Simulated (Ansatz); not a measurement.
The cluster Ta2O4⁺, relaxed as a doublet with UKS r2SCAN-D4/def2-SVP in Ansatz, starting from the GFN1-xTB geometry. Force threshold 0.02 eV/Å.

In the def2 sets Ta takes a core potential; there is no spin–orbit coupling. The structure comes from a short search, and lower isomers may exist.

Start:

```xyz
6

Ta   -0.020    0.285    1.306
Ta    0.382   -0.055   -1.281
O     1.110   -0.749    0.270
O    -0.231   -0.756   -2.700
O    -1.049   -0.061    2.610
O    -0.192    1.335   -0.205
```

Task: Estimate the energy that the relaxation releases and the steps that it takes.

Result: 2.60 eV, in 11 steps; 42 s on 4 threads of Arm Neoverse V2 on a shared host. No frequencies were taken in this run, so the end may be a saddle point.

Task: Does the start keep its bonding and symmetry?

Result: By distances, no bond broke or formed. The bond that changes most is Ta1–O6, from 1.85 to 1.94 Å (atoms count from 1). Point group C2v at the start, C2v at the end, both within 0.05 Å.

Task: Predict the relaxed structure.

Result: 
```xyz
6

Ta    0.160    0.409    1.362
Ta    0.571    0.058   -1.311
O     1.368   -0.676    0.299
O    -0.784   -0.886   -1.748
O    -1.299   -0.446    1.603
O    -0.015    1.541   -0.205
```
Bond lengths (bridged metal pairs left out): 6 × O–Ta 1.71 to 1.94 Å.
